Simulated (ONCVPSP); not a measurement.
oxygen, ONCV: configuration errors across variants

oxygen (O), optimised norm-conserving Vanderbilt (ONCV), made with ONCVPSP 4.0.1 (LDA (Perdew-Zunger), scalar-relativistic). Core [He], reference 2s2 2p3.5 (charge +0.5). Waves: 2s: rc 0.80 bohr, ncon 4, nbas 7, qcut 9.9 1/bohr, 1 projector; 2p: rc 1.55 bohr, ncon 4, nbas 9, qcut 10.3 1/bohr, 2 projectors, debl 1.4 Ha. Local part: polynomial inside 0.55 bohr (lpopt 5, dvloc0 0 Ha). Core correction: Teter function, fcfact 1.75, rcfact 1.25.

All-electron excitation energies from the reference (eV): (1) 2s2 2p4 -6.366; (2) 2s2 2p3 10.218; (3) 2s2 2p2 43.926; (4) 2s1 2p4 25.056.

A true bound ghost makes a file unfit for plane-wave use even where its test errors are small: the radial tests pick states by their node count and pass the ghost by.

Errors AE − PS in meV (a dash: test not solved or not reliable):

```tsv
change	(1)	(2)	(3)	(4)	bound ghosts	GHOST(+) flags above zero
base	+4.4	+8.4	+146	-4.3	none	none
s: nproj 3	+4.2	+8.0	+140	-4.5	s	s
s: nproj 0; local potential the s channel	+4.3	+8.2	+143	-4.4	none	none
```

**Question.** Give the same row for: local potential polynomial inside 0.55 bohr (lpopt 5, dvloc0 7 Ha).

**Answer.** +4.4, +8.3, +145, -4.3; bound ghosts: none; GHOST(+) flags above zero: none.
